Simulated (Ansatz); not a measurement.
Reaction (ligand exchange at the Si–C bond): `C[SiH](O)O` + `O[SiH2]S` → `O[SiH2]S[SiH](O)O` + CH₄

Computed with Ansatz on PBE0-D4/def2-TZVP structures; ΔE is electronic, products minus reactants. CBS: MP2 limit from def2 TZ/QZ plus the TZ coupled-cluster correction, frozen cores. This one scheme is used for every species. DFT in def2-TZVPP. Each species was taken in one conformer, which may not be the lowest.

```json
{"level": "ωB97X-V", "ΔE (kJ/mol)": "-75.5"}
{"level": "HF/def2-TZVPP", "ΔE (kJ/mol)": "-63.7"}
{"level": "SCS-MP2/def2-QZVPP", "ΔE (kJ/mol)": "-76.2"}
{"level": "MP2/CBS(def2)", "ΔE (kJ/mol)": "-83.3"}
```

Q: What does CCSD(T)/CBS give? (Estimate.)

A: Computed: -77.3 kJ/mol. The listed levels differ from it by 1.8, 13.6, 1.1, -6.0 kJ/mol.

Largest T1 diagnostic among the species: 0.012.

The D4 term adds −12.4 kJ/mol with B3LYP and −6.9 kJ/mol with PBE0; it sums over pairs of atoms, weighted by their polarisabilities, and B3LYP, whose exchange is more repulsive, gets the larger term. In def2-TZVPP, CCSD(T) changes the Hartree–Fock value by −10.7 kJ/mol (the triples alone add −4.0 kJ/mol) and MP2 by −16.7 kJ/mol.

B3LYP here is the variant with VWN-RPA as its local correlation; programs differ in this.
